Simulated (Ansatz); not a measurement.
```yaml
crystal:
  periodic: [false, false, false]
  atoms:
    - {symbol: C, position_ang: [-0.625974, 0.726214, -1.711968]}
    - {symbol: Al, position_ang: [0.085110, -0.142633, -0.082251]}
    - {symbol: C, position_ang: [1.692355, 0.650692, 0.756722]}
    - {symbol: C, position_ang: [-0.214923, -2.073503, 0.139271]}
    - {symbol: O, position_ang: [-1.276772, 0.673984, 1.223674]}
    - {symbol: H, position_ang: [-0.575030, 1.821124, -1.680880]}
    - {symbol: H, position_ang: [-0.049438, 0.422091, -2.593086]}
    - {symbol: H, position_ang: [-1.665248, 0.448760, -1.926771]}
    - {symbol: H, position_ang: [1.834148, 0.332171, 1.796717]}
    - {symbol: H, position_ang: [1.696619, 1.747160, 0.742459]}
    - {symbol: H, position_ang: [2.598190, 0.338631, 0.224443]}
    - {symbol: H, position_ang: [-0.023889, -2.410532, 1.163568]}
    - {symbol: H, position_ang: [0.449292, -2.654777, -0.510522]}
    - {symbol: H, position_ang: [-1.238279, -2.368282, -0.116043]}
    - {symbol: H, position_ang: [-0.820296, 1.221008, 1.872730]}
    - {symbol: H, position_ang: [-1.888766, 1.245192, 0.746136]}
basis:
  gaussian: {orbitals: aug-cc-pVDZ, final_grid: {core_spheres: 1, valence_spheres: 1, degree: 1}}
hamiltonian: {xc: {name: wB97M-V}}
scf: {lower_state_search: full}
output: {forces: true}
```

```sh
$ ansatz run in.yaml --threads 2 --pin off --events-out ev --progress --plain --max-ram 32768MiB --backend cpu
```

Output, abridged:

```
Functional definition: wB97M-V
1926 factors; their error is unknown
918 factors; integrals over basis functions are off by at most 3.4e-6 eV
mean field evaluation 1: about -11919.9134 eV, gradient 7.6e1 eV
mean field evaluation 2: about -11924.9004 eV, gradient 6.0e1 eV
mean field evaluation 4: about -11932.7967 eV, gradient 2.3e0 eV
mean field evaluation 8: about -11897.5697 eV, gradient 1.2e1 eV
mean field evaluation 16: about -11898.4424 eV, gradient 3.4e-2 eV
mean field -11898.44246282 eV, -437.2596954547 hartree, gradient 6.6e-5 eV, S^2 0.000000; 0 other end points of the search recorded, 0 dependent functions left out
reference -11898.44260714 eV, -437.2597007583 hartree; 25, 25 occupied and 193, 193 virtual orbitals, 1926 factors
Total energy: -11898.44260714 eV, -437.2597007583 hartree
Atom 0 at    -0.625974     0.726214    -1.711968 Å, force    -1.848796    -1.649005    -2.061669 eV/Å
Atom 1 at     0.085110    -0.142633    -0.082251 Å, force    -0.146562    -8.353528    -0.107285 eV/Å
Atom 2 at     1.692355     0.650692     0.756722 Å, force     1.903523    -1.764731     1.914442 eV/Å
Atom 3 at    -0.214923    -2.073503     0.139271 Å, force    -2.156143    -1.183891     1.984336 eV/Å
Atom 4 at    -1.276772     0.673984     1.223674 Å, force    -3.180777    10.854577     3.218484 eV/Å
Atom 5 at    -0.575030     1.821124    -1.680880 Å, force     0.611366    -2.480021     1.630416 eV/Å
Atom 6 at    -0.049438     0.422091    -2.593086 Å, force    -0.593473     1.811852     2.991054 eV/Å
Atom 7 at    -1.665248     0.448760    -1.926771 Å, force     2.460116     1.560894    -1.362233 eV/Å
Atom 8 at     1.834148     0.332171     1.796717 Å, force     1.562656     1.602081    -2.321139 eV/Å
Atom 9 at     1.696619     1.747160     0.742459 Å, force    -1.660396    -2.420041    -0.806722 eV/Å
Atom 10 at     2.598190     0.338631     0.224443 Å, force    -2.956993     1.859023     0.471356 eV/Å
Atom 11 at    -0.023889    -2.410532     1.163568 Å, force     1.306045     1.742647    -2.761250 eV/Å
Atom 12 at     0.449292    -2.654777    -0.510522 Å, force    -0.789823     4.332978     0.910089 eV/Å
Atom 13 at    -1.238279    -2.368282    -0.116043 Å, force     2.846606     1.641269    -1.097837 eV/Å
Atom 14 at    -0.820296     1.221008     1.872730 Å, force    -1.671541    -3.655193    -4.424616 eV/Å
Atom 15 at    -1.888766     1.245192     0.746136 Å, force     4.314193    -3.898910     1.822574 eV/Å
Dipole moment:    -0.204947     0.456154     0.204837 e Å
```

Q: What is wrong with this run?

A: The integration grid is far too coarse. Self-consistency was reached. The result belongs to that input, not to the molecule as meant.
